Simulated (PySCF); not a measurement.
## Polarisability and C₆ of Pb²⁺ (lead, charge +2)

[Xe] 4f14 5d10 6s2, closed-shell 1S. All numbers are calculated (PySCF 2.14, the spin-free X2C one-electron Hamiltonian (Gaussian nucleus), in aug-cc-pwCVTZ-DK3 (11s10p8d5f1g, 125 functions)). Coupled (time-dependent) response in atomic units; α is the mean over directions.

```json
{"method": "M06-L", "mean α (bohr³)": "14.22", "C₆ (like pair)": "99.05", "S(−4)": "57.39"}
```

S(−4) is the Cauchy moment in α(ω) = α(0) + S(−4) ω² + …

α(iu) at M06-L:

| u (hartree) | α(iu) (bohr³) |
| --- | --- |
| 0 | 14.22 |
| 0.0500 | 14.08 |
| 0.100 | 13.68 |
| 0.200 | 12.34 |
| 0.300 | 10.76 |
| 0.500 | 8.076 |
| 0.750 | 5.945 |
| 1.00 | 4.644 |
| 1.50 | 3.149 |
| 2.00 | 2.304 |
| 3.00 | 1.387 |
| 5.00 | 0.6523 |

A single London oscillator, α(iu) = α/(1 + u²/ω²), gives C₆ = (3/4) ω α². Matching the computed C₆ needs ω = 4 × 99.05 / (3 × 14.22²) = 0.653 hartree.

For an ion, C₆ is the dispersion term alone; charge-induced terms of lower order in 1/R come first.

Spin-orbit coupling, which splits the p, d and f shells strongly at this Z, is absent.
